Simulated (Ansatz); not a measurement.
`B[SiH](O)C=O` + BH₃ → `B[SiH](B)O` + `C=O`  (formal exchange of groups at the Si–C bond)

Gas-phase electronic energies from Ansatz, PBE0-D4/def2-TZVP geometries. CCSD(T)/CBS adds triple-zeta CCSD(T) − MP2 to the extrapolated MP2 energy (def2 sets, frozen cores). This one scheme is used for every species. Functionals use def2-TZVPP. B3LYP here is the variant with VWN-RPA as its local correlation; programs differ in this. One conformer a species, not always the lowest.

`B[SiH](O)C=O`:

Z-matrix (Å, degrees):
```
Si
O 1 1.642
C 1 1.932 2 103.7
B 1 1.998 2 116.2 3 -122.7
H 1 1.497 2 112.3 3 112.7
H 2 0.964 1 112.6 3 -7.0
O 3 1.208 1 117.9 2 0.1
H 3 1.114 1 122.6 2 179.0
H 4 1.194 1 123.3 2 -7.0
H 4 1.197 1 118.6 2 173.3
```

BH₃:

```xyz
4

B     0.000    0.000    0.000
H    -1.064   -0.355   -0.406
H     0.191    0.088    1.175
H     0.873    0.267   -0.768
```

`B[SiH](B)O`:

Cartesian coordinates in Å:
```
B -0.006 -1.545 0.706
Si 0.452 0.210 -0.148
B -1.095 1.454 0.070
O 0.954 0.154 -1.728
H -0.368 -1.551 1.846
H 0.073 -2.599 0.143
H 1.545 0.745 0.740
H -1.479 1.695 1.178
H -1.672 1.953 -0.850
H 1.598 -0.517 -1.958
```

`C=O`:

Cartesian coordinates in Å:
```
C -0.002 0.005 0.000
O 0.408 -1.113 0.108
H -0.981 0.315 0.417
H 0.574 0.794 -0.524
```

```csv
level,ΔE (kcal/mol),difference from CCSD(T)/CBS
PBE-D4,0.9,-1.2
B3LYP-D4,2.6,0.5
B2PLYP,2.5,0.4
PBE,0.6,-1.5
r2SCAN,2.0,-0.1
MP2/def2-TZVPP,2.9,0.8
SCS-MP2/def2-TZVPP,3.0,0.9
CCSD(T)/def2-TZVPP,1.8,-0.3
HF/CBS(def2),3.2,1.1
CCSD/CBS(def2),1.9,-0.2
CCSD(T)/CBS,2.1,0
```

Largest T1 diagnostic among the species: 0.016.
